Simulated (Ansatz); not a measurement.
Born–Oppenheimer molecular dynamics of ClGaH₅NO₂ (10 atoms, charge 0, multiplicity 1). It starts at the highest image of a converged band, a first-order saddle point between two minima.

These are results of RKS B3LYP-D4/def2-SVP (Ansatz 0.2.0), not measurements.

| Quantity | Value |
| --- | --- |
| ensemble | NVE (velocity Verlet) |
| time step | 0.5 fs |
| steps asked | 200 |
| starting velocities drawn for | 100 K |
| seed | 2340 |

First frame:

```xyz
10
Properties=species:S:1:pos:R:3
Ga -0.017 -0.326 0.171
N 0.097 -0.237 2.123
H -0.768 -0.012 2.614
H 0.858 0.295 2.545
Cl 1.544 0.647 -0.975
O -1.714 -0.377 -0.412
H -1.840 -0.038 -1.307
O 0.499 -2.155 0.765
H -0.137 -2.869 0.615
H 0.337 -1.541 1.763
```

Problem. How far do the bonds stretch over the last three quarters of this one trajectory? (Pairs bonded in most of those frames.)

Solution. 
```
   bond  mean (Å)  spread (Å)  shortest  longest
 Ga1–N2     2.173       0.088      2.01     2.27
Ga1–Cl5     2.206       0.012      2.18     2.22
 Ga1–O6     1.812       0.005      1.80     1.82
 Ga1–O8     1.798       0.046      1.73     1.88
  N2–H3     1.026       0.029      0.96     1.09
  N2–H4     1.025       0.023      0.98     1.07
 N2–H10     1.037       0.062      0.94     1.14
  O6–H7     0.967       0.002      0.96     0.97
  O8–H9     0.966       0.012      0.95     0.98
```

Mean temperature of the second half: 552 K. The conserved energy stayed within 0.37 meV per atom of its start (net change -0.043 meV per atom), so the integration is sound. The kinetic energy rose, since the run started high on the potential surface and went downhill. A run of 0.1 ps of so small a system gives no equilibrium averages. The orbitals stay closed-shell, which can raise the energy where a bond breaks towards radicals; this wasn't checked here.

Time of the run: 7 min on 4 threads of Arm Neoverse V1, with other jobs on the host, peak memory 0.31 GiB.
